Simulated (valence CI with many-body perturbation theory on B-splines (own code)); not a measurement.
# Energy levels of I³⁺

Calculated by relativistic CI+MBPT: four valence electrons over a frozen Dirac-Fock core [Kr] 4d10, a basis of 11 s, 11 p, 10 d, 8 f, 5 g, 2 h functions for each j, with the one-electron correlation potential Σ1 (screened to all orders), the two-electron term Σ2, the three-electron term Σ3, Breit, model QED; selected single and double excitations, second order for the rest (own B-spline code, finite nucleus).

No measured spectrum was set against this ion. As an estimate, levels hold to about 250 cm⁻¹ or 0.2 % of their energy and the worst to 1 %, as in measured heavy ions of charge 2 to 7; those with d or f electrons hold less well. Among the levels kept, up to 760 cm⁻¹ of a level comes from second order outside the variational space, and about a tenth of that is noise between levels of different J, which matters for small intervals.

Levels 91 to 135 of 197, with energies above the lowest level, 5s2 5p2 3P_0. "Leading %" is the weight of the configuration and term that name the level; weights of strongly mixed levels are sums over their largest components and can fall short. In the jj column 3d3/2^4 stands for four electrons in 3d with j = 3/2.

| No. | Configuration | Term | J | E (cm⁻¹) | Leading % | Leading jj | g |
| --- | --- | --- | --- | --- | --- | --- | --- |
| 91 | 5s 5p2 5d | 3D | 2 | 236161 | 27 | 5s 5p1/2 5p3/2 5d5/2 (23 %) | 1.028 |
| 92 | 5s2 5p 7p | 3D | 1 | 236276 | 39 | 5s^2 5p1/2 7p1/2 (69 %) | 0.958 |
| 93 | 5s2 5p 6d | 3P° | 0 | 236277 | 94 | 5s^2 5p3/2 6d3/2 (94 %) |  |
| 94 | 5s2 5p 7s | 3P° | 2 | 236514 | 77 | 5s^2 5p3/2 7s (77 %) | 1.476 |
| 95 | 5s2 5p 5f | 3G | 3 | 236564 | 52 | 5s^2 5p1/2 5f5/2 (69 %) | 0.864 |
| 96 | 5s2 5p 5f | 3D | 3 | 236691 | 27 | 5s^2 5p1/2 5f7/2 (53 %) | 1.168 |
| 97 | 5s2 5p 7s | 1P° | 1 | 236796 | 48 | 5s^2 5p3/2 7s (72 %) | 1.224 |
| 98 | 5s2 5p 5f | 3G | 4 | 237040 | 28 | 5s^2 5p1/2 5f7/2 (70 %) | 1.098 |
| 99 | 5s2 5p 6d | 1F° | 3 | 237147 | 74 | 5s^2 5p3/2 6d5/2 (47 %) | 1.049 |
| 100 | 5s2 5p 7p | 3P | 1 | 237330 | 26 | 5s^2 5p1/2 7p3/2 (43 %) | 1.302 |
| 101 | 5s2 5p 7p | 3D | 2 | 237973 | 28 | 5s^2 5p1/2 7p3/2 (52 %) | 1.060 |
| 102 | 5s2 5p 6d | 1P° | 1 | 238791 | 66 | 5s^2 5p3/2 6d5/2 (80 %) | 1.023 |
| 103 | 5s 5p2 6s | 5P | 3 | 239244 | 35 | 5s 5p1/2 5p3/2 6s (26 %) | 1.385 |
| 104 | 5s2 5p 5f | 3F | 2 | 239268 | 26 | 5s^2 5p1/2 5f5/2 (37 %) | 1.007 |
| 105 | 5s2 5p 7p | 3P | 0 | 239390 | 58 | 5s^2 5p1/2 7p1/2 (75 %) |  |
| 106 | 5s 5p2 5d | 3D | 1 | 239667 | 39 | 5s 5p1/2 5p3/2 5d5/2 (40 %) | 0.989 |
| 107 | 5s 5p2 6s | 5P | 3 | 239701 | 52 | 5s 5p1/2 5p3/2 6s (32 %) | 1.464 |
| 108 | 5s 5p2 6s | 3P | 1 | 240917 | 44 | 5s 5p1/2 5p3/2 6s (40 %) | 1.451 |
| 109 | 5s 5p2 5d | 1G | 4 | 241436 | 46 | 5s 5p1/2 5p3/2 5d5/2 (49 %) | 1.066 |
| 110 | 5s 5p2 5d | 3G | 3 | 241588 | 32 | 5s 5p1/2 5p3/2 5d3/2 (59 %) | 0.945 |
| 111 | 5s 5p2 5d | 3P | 0 | 242478 | 36 | 5p3/2^4 (30 %) |  |
| 112 | 5s 5p2 5d | 3F | 2 | 243028 | 45 | 5s 5p3/2^2 5d3/2 (22 %) | 0.945 |
| 113 | 5s 5p2 5d | 3G | 3 | 243557 | 38 | 5s 5p1/2 5p3/2 5d5/2 (46 %) | 0.937 |
| 114 | 5s 5p2 5d | 3G | 4 | 243600 | 70 | 5s 5p1/2 5p3/2 5d5/2 (33 %) | 1.084 |
| 115 | 5s 5p2 6s | 3P | 2 | 244132 | 47 | 5s 5p1/2 5p3/2 6s (32 %) | 1.361 |
| 116 | 5s 5p2 5d | 3G | 5 | 245019 | 73 | 5s 5p3/2^2 5d5/2 (40 %) | 1.206 |
| 117 | 5s 5p2 5d | 3F | 4 | 246760 | 35 | 5s^2 5p3/2 5f7/2 (41 %) | 1.191 |
| 118 | 5s 5p2 5d | 3D | 1 | 246789 | 79 | 5s 5p1/2 5p3/2 5d3/2 (42 %) | 0.606 |
| 119 | 5s 5p2 5d | 3D | 3 | 246962 | 33 | 5s 5p3/2^2 5d3/2 (32 %) | 1.157 |
| 120 | 5s 5p2 5d | 3D | 2 | 248133 | 73 | 5s 5p1/2 5p3/2 5d3/2 (28 %) | 1.186 |
| 121 | 5s2 5p 5f | 1F | 3 | 248484 | 39 | 5s^2 5p3/2 5f5/2 (59 %) | 0.956 |
| 122 | 5s2 5p 7p | 1P | 1 | 248493 | 34 | 5s^2 5p3/2 7p1/2 (45 %) | 1.070 |
| 123 | 5s 5p2 5d | 3P | 0 | 248771 | 58 | 5s 5p1/2 5p3/2 5d5/2 (42 %) |  |
| 124 | 5s2 5p 5f | 3D | 3 | 249508 | 28 | 5s^2 5p3/2 5f7/2 (39 %) | 1.277 |
| 125 | 5s2 5p 7p | 1D | 2 | 249609 | 34 | 5s^2 5p3/2 7p1/2 (80 %) | 1.162 |
| 126 | 5s2 5p 5f | 3D | 2 | 250008 | 35 | 5s^2 5p3/2 5f5/2 (78 %) | 0.993 |
| 127 | 5s2 5p 7p | 3D | 3 | 250029 | 60 | 5s^2 5p3/2 7p3/2 (60 %) | 1.286 |
| 128 | 5s2 5p 5f | 3G | 4 | 250147 | 35 | 5s^2 5p3/2 5f5/2 (41 %) | 1.145 |
| 129 | 5s 5p2 5d | 3P | 1 | 250331 | 38 | 5s 5p1/2 5p3/2 5d5/2 (29 %) | 1.316 |
| 130 | 5s2 5p 7p | 3S | 1 | 250541 | 39 | 5s^2 5p3/2 7p1/2 (37 %) | 1.469 |
| 131 | 5s2 5p 5f | 3G | 5 | 250556 | 80 | 5s^2 5p3/2 5f7/2 (80 %) | 1.201 |
| 132 | 5s2 5p 5f | 3D | 1 | 251194 | 49 | 5s^2 5p3/2 5f5/2 (49 %) | 0.984 |
| 133 | 5s2 5p 7p | 3P | 2 | 251198 | 36 | 5s^2 5p3/2 7p3/2 (55 %) | 1.266 |
| 134 | 5s2 5p 5f | 3D | 1 | 251485 | 29 | 5s^2 5p3/2 5f5/2 (29 %) | 0.979 |
| 135 | 5s2 5p 5f | 1D | 2 | 252082 | 40 | 5s^2 5p3/2 5f7/2 (57 %) | 1.105 |

Names give the largest LS component (configuration and term), which can be under half, so a name can repeat, a term be missing and a line seem to break the LS rules; names also repeat where a configuration has a term twice.

Where two levels of one J and parity lie close, their mixing, g and order are uncertain.
